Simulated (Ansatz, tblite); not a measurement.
Cost and result up the ladder for (F)2Al-NH-SiH3 (AlSiNF2H4) (9 atoms). Charge 0, multiplicity 1. Geometry: PBE-D4/def2-SVP.

Cartesian coordinates in Å:
```
Al 0.523 -1.679 0.153
F 0.997 -1.979 -1.417
F 0.665 -2.898 1.282
N -0.125 -0.094 0.634
Si -0.367 1.350 -0.342
H -0.396 -0.004 1.620
H 0.425 2.521 0.182
H -1.816 1.767 -0.380
H 0.094 1.014 -1.732
```

Ansatz on 4 threads of Arm Neoverse V1 on a shared host; xTB runs through tblite on one thread. Times are rough, summed over both states, and most runs start from the orbitals of an earlier one. PBE0-D4/def2-TZVP serves as the yardstick here, not as an exact answer. The other state is a doublet.

The xTB rows come from tblite.

Raw xTB energies of ions are shifted by several eV.

```json
{"level": "GFN2-xTB", "functions": "34", "wall time": "0.011 s"}
{"level": "GFN1-xTB", "functions": "38", "wall time": "0.013 s"}
{"level": "PBE-D4/def2-TZVP", "functions": "191", "wall time": "4.6 s"}
{"level": "PBE0-D4/def2-TZVP", "functions": "191", "wall time": "6.7 s"}
{"level": "r2SCAN-D4/def2-TZVP (with forces)", "functions": "191", "wall time": "10 s"}
```

**Question.** Estimate what each level gives for the vertical IE (eV).

**Answer.** 
| level | vertical IE (eV) | difference from PBE0-D4/def2-TZVP (eV) |
| --- | --- | --- |
| GFN2-xTB | 14.31 | 4.09 |
| GFN1-xTB | 15.04 | 4.82 |
| PBE-D4/def2-TZVP | 10.01 | -0.22 |
| PBE0-D4/def2-TZVP | 10.23 | 0.00 |
| r2SCAN-D4/def2-TZVP (with forces) | 10.09 | -0.14 |
